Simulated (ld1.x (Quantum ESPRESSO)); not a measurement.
**Before and after: TM potential for Ag (Z = 47)**

ld1.x (Quantum ESPRESSO) 7.5 input, shortened:

```
&input
   title='Ag', zed=47., rel=2, dft='PZ', iswitch=3,
   config='[Kr] 4d10 4f-2 5s1 5p0', rel_dist='average'
 /
 &inputp
   pseudotype=2, tm=.true., lloc=0,
   nlcc=.false.
 /
4
5P  2  1   0.00   0.00  3.30  3.30  0.0
4D  3  2  10.00   0.00  1.75  1.75  0.0
4F  4  3  -2.00   0.15  2.55  2.55  0.0
5S  1  0   1.00   0.00  1.85  1.85  0.0
 &test
   configts(1)='4d10 5s1 5p0'
 /
```

Open shells are filled in proportion to 2j + 1 (rel_dist='average').

All-electron outer shells of the reference configuration (LDA (PZ), scalar-relativistic, ld1.x):

| shell | level (eV) | outermost node (bohr) | outermost maximum (bohr) |
| --- | --- | --- | --- |
| 4s | -95.08 | 0.44 | 0.82 |
| 4p | -58.67 | 0.44 | 0.87 |
| 4d | -7.66 | 0.43 | 1.04 |
| 5s | -4.72 | 1.11 | 2.49 |
| 5p | -0.85 | 1.25 | 3.67 |

Change: wave 4d (bound): rc 1.75 bohr becomes 4d (bound): rc 2.56 bohr.

Cutoffs: the cutoffs (Ry, on a coarse ladder) from which the occupation-weighted sum of valence levels, in a spherical-Bessel basis at the reference potential, stays within 10 and 1 mRy of its value at 400 Ry; they do not see the model core or the augmentation charge, which bear on the density cutoff. Errors are all-electron minus pseudo energies relative to the spin-unpolarised reference configuration.

What does the change do?

The potential gets softer (70 Ry and 100 Ry → 40 Ry and 70 Ry); of the 7 tests that both files solve, the error grows in 2 and shrinks in 5 by more than 15 % and 0.3 meV (median size 77.2 → 43.2 meV); neither file shows a bound ghost. A larger radius leaves more room for a smooth pseudo-wave, so fewer plane waves are needed.

```csv
quantity,base,changed
"cutoff, loose",70 Ry,40 Ry
"cutoff, tight",100 Ry,70 Ry
loose cutoff by channel (10 mRy a level),"d 50 Ry, s 15 Ry","d 35 Ry, s 15 Ry"
bound ghosts,none,none
"error for 4d10 5s0 5p0, meV [ΔE 8.10 eV]",-0.2,+5.2
"error for 4d9 5s0 5p0, meV [ΔE 30.49 eV]",-77,-65
"error for 4d8 5s0 5p0, meV [ΔE 66.92 eV]",-480,-251
"error for 4d10 5s0 5p1, meV [ΔE 4.02 eV]",+2.3,+3.3
"error for 4d9 5s1 5p1, meV [ΔE 8.57 eV]",-104,-43
"error for 4d7 5s0 5p0, meV [ΔE 118.84 eV]",-1315,-433
"error for 4d9 5s1 5p0, meV [ΔE 13.38 eV]",-77,-30
s: phases at 3.60 bohr within 0.05 rad from the reference energy up to (Ry; the scan ends near 5),1.2,1.2
p1/2: phases at 3.60 bohr within 0.05 rad from the reference energy up to (Ry; the scan ends near 5),2.1,2.1
p3/2: phases at 3.60 bohr within 0.05 rad from the reference energy up to (Ry; the scan ends near 5),2.0,2.0
d3/2: phases at 3.60 bohr within 0.05 rad from the reference energy up to (Ry; the scan ends near 5),0.5,0.5
d5/2: phases at 3.60 bohr within 0.05 rad from the reference energy up to (Ry; the scan ends near 5),0.6,0.5
f5/2: phases at 3.60 bohr within 0.05 rad from the reference energy up to (Ry; the scan ends near 5),2.9,2.9
f7/2: phases at 3.60 bohr within 0.05 rad from the reference energy up to (Ry; the scan ends near 5),2.9,2.9
```
